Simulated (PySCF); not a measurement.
Gas-phase equilibrium of 1 mol NaCl, 53 mol H₂O at 600 K and 0.0100 bar, among 21 species (ClO, O₂, HCl, O, HO₂, H₂O, H, HOCl, Na, H₂O₂, O₃, Na₂, H₂, Na₂(OH)₂, NaCl, NaOH, Cl, Cl₂, Na₂O, Na₂Cl₂, OH). Only gases are allowed; each row takes one source of thermochemistry for all species, and Cantera finds the minimum.

Energies from PySCF, thermal terms from the rigid-rotor harmonic-oscillator model, ideal gas at 1 bar. The comparison is the NASA 1993 polynomial table, which mixes measured and estimated data. † marks an energy on the PBE0/def2-TZVP geometry and frequencies. The species in the table below are closed-shell singlets. B3LYP is the form with VWN-RPA correlation. The harmonic model lacks anharmonicity and excited electronic states, which grow with temperature; levels with a mode under 35 cm⁻¹ are left out. Soft modes under 120 cm⁻¹ make the harmonic entropy rough for Na₂Cl₂. The table's entry may be an old estimate for Na₂Cl₂ (not checked at source).

Molecules larger than those listed are left out. Table species left out: NaH, NaO.

Mole fractions:

```csv
thermochemistry,x H₂O,x Na₂Cl₂,x NaCl,x HCl
table,0.99,0.0093,4.0e-6,4.3e-9
B3LYP/def2-TZVP†,0.99,0.0093,8.3e-6,5.4e-8
BLYP/def2-TZVP†,0.99,0.0093,1.8e-5,1.9e-7
M06-2X/def2-TZVP†,0.99,0.0093,2.6e-6,2.0e-8
PBE/def2-TZVP†,0.99,0.0093,7.2e-6,7.7e-8
r2SCAN/def2-TZVP†,0.99,0.0093,3.2e-6,2.7e-8
ωB97X-V/def2-TZVP†,0.99,0.0093,2.6e-6,2.5e-8
```
The most sensitive of these is HCl: it spans a factor of 10^1.6 over these rows; at this temperature one factor of ten is RT ln 10 = 11 kJ/mol.
